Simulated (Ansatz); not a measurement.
Cartesian coordinates in Å:
```
O 2.3434 0.5716 0.8637
Ga 0.9031 -0.4565 0.5873
Si -1.0868 0.7158 -0.0521
Se -1.6829 -0.1194 -2.1090
H 3.1446 0.0792 1.0554
H 1.1012 -2.0129 0.6986
H -0.8628 2.1606 -0.3110
H -2.2066 0.5778 0.9200
H -1.6531 -1.5161 -1.6530
```

Charge 0, multiplicity 1.

(1) List the r2SCAN/def2-TZVPP orbital energies in eV (Ansatz). (Estimate.)

Answers

(1) Computed: Occupied: -12334.24, -10122.37, -1791.59, -1574.90, -1412.14, -1412.11, -1412.06, -1244.57, -1101.01, -1100.90, -1100.89, -515.51, -211.02, -154.47, -154.38, -154.20, -148.18, -142.01, -101.14, -100.84, -100.83, -96.91, -96.84, -96.84, -54.85, -54.83, -54.68, -54.61, -54.59, -25.61, -20.70, -20.61, -20.59, -20.47, -20.36, -18.39, -13.67, -12.31, -10.54, -10.10, -9.01, -8.54, -7.87, -7.72, -7.25, -6.09. Lowest empty: -2.24, -0.95, -0.74, -0.04, 0.29, 0.97, 1.23, 2.81.
